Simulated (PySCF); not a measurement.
Species: C7H13OP.
Z-matrix (Å and degrees, GFN2-xTB geometry), rows numbered from 1:
```
C 
C   1  1.5294
C   2  1.4978  1  111.93
C   3  1.3347  2  124.95  1   106.52
O   4  1.3701  3  121.41  2    -0.91
C   5  1.4054  4  118.33  3   171.33
C   4  1.5070  3  116.48  2  -177.55
P   7  1.8636  4  105.44  3   -16.15
C   3  1.5033  2  119.85  1   -70.01
H   1  1.0874  2  110.14  3   -58.59
H   1  1.0877  2  110.76  3    61.57
H   1  1.0876  2  110.29  3  -178.46
H   2  1.0938  1  109.09  3  -121.22
H   2  1.0907  1  109.42  3   120.10
H   6  1.0894  5  105.62  4   178.29
H   6  1.0958  5  111.81  4   -63.35
H   6  1.0949  5  112.00  4    59.68
H   7  1.0920  4  113.82  3  -136.51
H   7  1.0967  4  110.48  3   102.25
H   8  1.4052  7   93.58  4   -72.74
H   9  1.0965  3  111.07  2    76.00
H   9  1.0925  3  112.77  2   -44.55
```

Definitions: NICS(0) = −σiso at the ring centroid; NICS(1) = −σiso and NICS(1)zz = −σzz at ±1 Å along the ring normal z. Level: GIAO PBE0/pcSseg-1 (PySCF, non-relativistic, gas phase) on the GFN2-xTB geometry, one conformer.

Ring bond lengths (Å), with Mayer bond orders in brackets: C3–C4 1.335 (1.75), C4–C7 1.507 (1.03), C7–P8 1.864 (0.97), P8–C9 1.861 (0.99), C9–C3 1.503 (1.03).

Q: What do the NICS probes read (ppm)?

A: 
```json
{"ring": "C3–C4–C7–P8–C9", "type": "5-membered ring with P; formal bonds 1 double, 4 single", "NICS(0)": "-4.9", "NICS(1), two faces": "-3.8 / -3.4", "NICS(1)zz, two faces": "-0.5 / -1.0", "rms pucker (Å)": "0.13", "centre to ring atoms, mean (Å)": "1.36"}
```

Q: What can be read from them?

A: 
- C3–C4–C7–P8–C9: mean NICS(1)zz -0.8 ppm, near zero. C7, C9 have four or more neighbours, and the NICS criterion for π rings isn't applied.

Q: Give the inner angles of the rings and the Hirshfeld charges of the ring atoms.

A: 
- C3–C4–C7–P8–C9: C3 115.1° (-0.035 e), C4 116.5° (+0.055 e), C7 105.4° (-0.124 e), P8 90.5° (+0.105 e), C9 106.2° (-0.117 e); sum 533.8° against 540° for a flat convex ring.

Q: How shielded are the nuclei of the rings and their hydrogens (means over atoms taken as equivalent)?

A: 
| atoms | environment | σ isotropic (ppm) |
| --- | --- | --- |
| C3 | fully substituted alkene carbon | 62.3 |
| C4 | vinylic carbon bearing oxygen | 27.4 |
| C7 | sp3 carbon bound to phosphorus | 159.5 |
| P8 | phosphine phosphorus | 400.4 |
| C9 | sp3 carbon bound to phosphorus | 156.5 |
| H18 (×2) | methylene hydrogen | 29.08 |
| H20 | P–H hydrogen | 28.34 |
| H21 (×2) | methylene hydrogen | 29.31 |
